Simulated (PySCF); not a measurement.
Screening by computed properties: pick the candidate that meets the target.

All species are isolated and taken at one optimised geometry, non-relativistic unless stated; the electronic structure was computed with PySCF and density fitting.

Dipoles, sizes and rotational constants follow the conformer. The torsions of the flexible species, by atom-mapped SMILES:
- `[F:1][C:2]([F:3])([F:4])/[P:5]=[P:6]\[CH2:7][PH2:8]`: F1–C2–P5–P6 -63°, P5–P6–C7–P8 -105°, H–P8–C7–P6 83°, H–P8–C7–P6 176°
- `[SiH3:1][S:2][C:3]1=[CH:4][C@@H:5]2[CH:6]=[CH:7][C@H:8]12`: Si1–S2–C3–C4 1°
- `[SiH3:1][SiH2:2][SH:3]`: H–S3–Si2–Si1 -54°
- `[CH3:1][C:2](=[S:3])[C:4]1=[CH:5][CH:6]=[CH:7][SiH2:8]1`: C1–C2–C4–C5 0°
- `[CH3:1][CH2:2][CH2:3][S@:4]([CH3:5])=[O:6]`: C1–C2–C3–S4 -176°, C2–C3–S4–C5 172°

The conformers of `N[SiH]1SCCS1` aren't listed.

Question: Wanted: static isotropic polarisability between 90 au and 104 au (CAM-B3LYP/def2-SVPD) and lowest triplet excitation (Tamm–Dancoff) below 4 eV (TDA CAM-B3LYP/def2-SVPD), at GFN2-xTB geometries. Which candidate meets both?
A. `C1=C([SiH2]C=C1)C(=S)C`
B. `S[SiH2][SiH3]`
C. `ClC1=CN2N=NC=C2C=C1`
D. `[SiH3]SC1=C[C@@H]2C=C[C@H]12`
E. `FC(F)(F)/P=P\CP`
F. `N[SiH]1SCCS1`

Answer: C. Computed values:
```csv
species,static isotropic polarisability,lowest triplet excitation (Tamm–Dancoff)
S[SiH2][SiH3],79.6 au,5.23 eV
N[SiH]1SCCS1,94.0 au,4.92 eV
ClC1=CN2N=NC=C2C=C1,102.9 au,3.03 eV
FC(F)(F)/P=P\CP,105.1 au,2.03 eV
[SiH3]SC1=C[C@@H]2C=C[C@H]12,109.5 au,3.66 eV
C1=C([SiH2]C=C1)C(=S)C,123.6 au,1.73 eV
```

Question: Wanted: lowest singlet excitation between 5.8 eV and 5.94 eV (TDDFT CAM-B3LYP/def2-SVPD) and smallest rotational constant above 0.7 GHz (GFN2-xTB), at GFN2-xTB geometries. Which candidate meets both?
A. `[SiH3]SC1=C[C@@H]2C=C[C@H]12`
B. `C[n+]1n(cc(C)c1)C`
C. `[SiH3][SiH2]S`
D. `Clc1ccc2cnnn2c1`
E. `CCC[S@](C)=O`
F. `N#Cc1cc[s+]cc1`

Answer: B. Computed values:
| species | lowest singlet excitation | smallest rotational constant |
| --- | --- | --- |
| Clc1ccc2cnnn2c1 | 4.35 eV | 0.619 GHz |
| N#Cc1cc[s+]cc1 | 4.77 eV | 0.946 GHz |
| [SiH3]SC1=C[C@@H]2C=C[C@H]12 | 5.09 eV | 0.773 GHz |
| [SiH3][SiH2]S | 5.63 eV | 1.905 GHz |
| C[n+]1n(cc(C)c1)C | 5.87 eV | 1.205 GHz |
| CCC[S@](C)=O | 6.01 eV | 1.316 GHz |

Question: Wanted: HOMO energy above -7.6 eV (CAM-B3LYP/def2-SVPD) and electronic spatial extent ⟨r²⟩ about the centre of nuclear charge above 1300 bohr² (CAM-B3LYP/def2-SVPD), at GFN2-xTB geometries. Which candidate meets both?
A. `[SiH3]SC1=C[C@@H]2C=C[C@H]12`
B. `FC(F)(F)/P=P\CP`
C. `[SiH3][SiH2]S`
D. `CC1=CN(C)[N+](C)=C1`
E. `N#Cc1cc[s+]cc1`
F. `Clc1ccc2cnnn2c1`
G. `CC(=S)C1=CC=C[SiH2]1`

Answer: A. Computed values:
```
                     species  HOMO energy  electronic spatial extent ⟨r²⟩ about the centre of nuclear charge
              N#Cc1cc[s+]cc1    -14.97 eV                                                         1098 bohr²
         CC1=CN(C)[N+](C)=C1    -13.18 eV                                                         1011 bohr²
             FC(F)(F)/P=P\CP     -9.02 eV                                                         1662 bohr²
               [SiH3][SiH2]S     -8.52 eV                                                          651 bohr²
             Clc1ccc2cnnn2c1     -7.99 eV                                                         1650 bohr²
        CC(=S)C1=CC=C[SiH2]1     -7.66 eV                                                         1434 bohr²
[SiH3]SC1=C[C@@H]2C=C[C@H]12     -7.51 eV                                                         1515 bohr²
```

Question: Wanted: dipole moment above 3.7 D (CAM-B3LYP/def2-SVPD) and HOMO–LUMO gap below 9 eV (CAM-B3LYP/def2-SVPD), at GFN2-xTB geometries. Which candidate meets both?
A. `CC(=S)C1=CC=C[SiH2]1`
B. `FC(F)(F)/P=P\CP`
C. `CCC[S@](C)=O`
D. `Clc1ccc2cnnn2c1`
E. `[SiH3][SiH2]S`
F. `[SiH3]SC1=C[C@@H]2C=C[C@H]12`

Answer: D. Computed values:
```csv
species,dipole moment,HOMO–LUMO gap
[SiH3]SC1=C[C@@H]2C=C[C@H]12,1.28 D,8.12 eV
[SiH3][SiH2]S,1.51 D,8.93 eV
FC(F)(F)/P=P\CP,1.77 D,6.85 eV
CC(=S)C1=CC=C[SiH2]1,3.48 D,5.73 eV
CCC[S@](C)=O,3.89 D,9.19 eV
Clc1ccc2cnnn2c1,4.08 D,7.22 eV
```
